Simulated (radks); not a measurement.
Question: Radial electron density D(r) = 4 pi r^2 rho(r) of an atom or ion with 2 electrons. Calculated with a radial shooting solver on a logarithmic mesh with Libxc functionals: Dirac Kohn-Sham, PBE, spin-unpolarised, spherical densities, point nucleus.

```
   r/bohr * D(r) (the largest magnitude, 35.6, reaches the edge; | marks zero)
 0.002797 |  *
  0.00323 |   *
 0.003761 |    *
 0.004378 |      *
 0.005097 |        *
 0.005934 |           *
 0.006908 |              *
 0.008042 |                 *
 0.009362 |                     *
   0.0109 |                          *
  0.01259 |                               *
  0.01465 |                                     *
  0.01706 |                                          *
  0.01986 |                                               *
  0.02312 |                                                   *
  0.02691 |                                                      *
  0.03133 |                                                      *
  0.03648 |                                                    *
  0.04246 |                                               *
  0.04904 |                                        *
  0.05709 |                                *
  0.06646 |                       *
  0.07737 |               *
  0.09007 |        *
   0.1049 |    *
   0.1221 | *
   0.1421 |*
   0.1654 *
```

What is the nuclear charge?

Answer: Z = 33. The innermost maximum, from 1s, lies near gamma/Z bohr with gamma = sqrt(1 - (Z/c)^2) = 0.971, here 0.0294 bohr (found: 0.0296), and its height grows with Z. The density is that of the arsenic ion As31+ in [He]; the configuration itself is not fixed sharply by these data, and Z only to about a unit. D(r) has 1 maximum, at r = 0.0296 bohr.
